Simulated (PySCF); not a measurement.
Gas-phase reaction: 2 SnI2 + 2 O → SnI4 + SnO2

Method: PySCF energies plus ideal-gas RRHO corrections (1 bar). † marks an energy on the PBE0/def2-TZVP geometry and frequencies. MP2 and CCSD(T) freeze the core. Open shells (unrestricted): O (multiplicity 3, electronic degeneracy 9); the rest are closed-shell singlets. Spin-orbit splitting is ignored; it lowers the true energy and changes the entropy of O. I, Sn: scalar-relativistic def2 core potential, no spin-orbit coupling. SnO2: computed as isolated molecules; such fragments, hydroxides, amides, oligomers or adducts are transient or little studied in the gas. MP2 isn't extrapolated to the basis-set limit; its ΔH°(298 K) is -536.8 kJ in def2-SVP and -641.3 kJ in def2-TZVPP. CCSD(T) isn't extrapolated to the basis-set limit. The harmonic model lacks anharmonicity and excited electronic states, which grow with temperature; levels with a mode under 35 cm⁻¹ are left out. Soft modes under 120 cm⁻¹ make the harmonic entropy rough for SnI2, SnI4. Warning, large T1 diagnostic: SnO2 (CCSD(T)/def2-SVP†).

| level | ΔE electronic, kJ | ΔH°(298 K), kJ | ΔS°(298 K), J/K | ΔG°(1400 K), kJ |
|---|---|---|---|---|
| BLYP/def2-TZVP† | -564 | -555 | -310 | -127 |
| CCSD(T)/def2-SVP† | -436 | -426 | -310 | 1 |
| M06-2X/def2-TZVP† | -545 | -536 | -310 | -108 |
| MP2/def2-SVP† | -547 | -537 | -310 | -109 |
| PBE0/def2-SVP† | -444 | -434 | -310 | -7 |
| r2SCAN/def2-TZVP† | -570 | -561 | -310 | -133 |
| ωB97M-V/def2-TZVP† | -544 | -535 | -310 | -107 |
ΔH° is lowest at r2SCAN/def2-TZVP† and highest at CCSD(T)/def2-SVP†. No reference value is set beside these.
